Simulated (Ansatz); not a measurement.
GaCl+, multiplicity 2 (lowest of 2S+1 = 2, 4 at CCSD(T)/def2-TZVPP on PBE0 minima; our sources give no spin for the ground state, which may be another), most abundant isotopes (34.9689 and 68.9256 u). Constants from fifth-degree fits in 1/R to seven points on the lowest solution found; no spin–orbit coupling, no relativity up to Kr; ω_e x_e and α_e move by some per cent with the fit.

Correlated levels freeze the inner cores; with def2 sets outer-core shells near the valence are correlated too. CBS: X⁻³ extrapolation of the correlation energy, Hartree–Fock from the larger set.

Programs: Ansatz (a program for electronic structure) with Gaussian orbitals. 

| level | r_e (Å) | ω_e (cm⁻¹) | ω_e x_e (cm⁻¹) | α_e (cm⁻¹) |
|---|---|---|---|---|
| PBE/def2-TZVPP | 2.1156 | 398.9 | 2.97 | 0.00120 |
| CCSD(T)/CBS(def2-TZVPP, def2-QZVPP) | 2.0677 | 445.0 | 3.45 | 0.00119 |

Problem. Derive the rotational constants, the centrifugal constant, the fundamental, the zero-point energy and the force constant.

Solution. 
μ = 23.19901 u.
- PBE/def2-TZVPP: B_e = 16.8576/(μ r_e²) = 0.16235 cm⁻¹; B₀ = B_e − α_e/2 = 0.16176 cm⁻¹; D = 4B_e³/ω_e² = 1.08e-07 cm⁻¹; fundamental ω_e − 2ω_e x_e = 393 cm⁻¹; zero-point energy ω_e/2 − ω_e x_e/4 = 199 cm⁻¹; k = μ(2πcω_e)² = 217 N/m
- CCSD(T)/CBS(def2-TZVPP, def2-QZVPP): B_e = 16.8576/(μ r_e²) = 0.16997 cm⁻¹; B₀ = B_e − α_e/2 = 0.16937 cm⁻¹; D = 4B_e³/ω_e² = 9.92e-08 cm⁻¹; fundamental ω_e − 2ω_e x_e = 438 cm⁻¹; zero-point energy ω_e/2 − ω_e x_e/4 = 222 cm⁻¹; k = μ(2πcω_e)² = 271 N/m
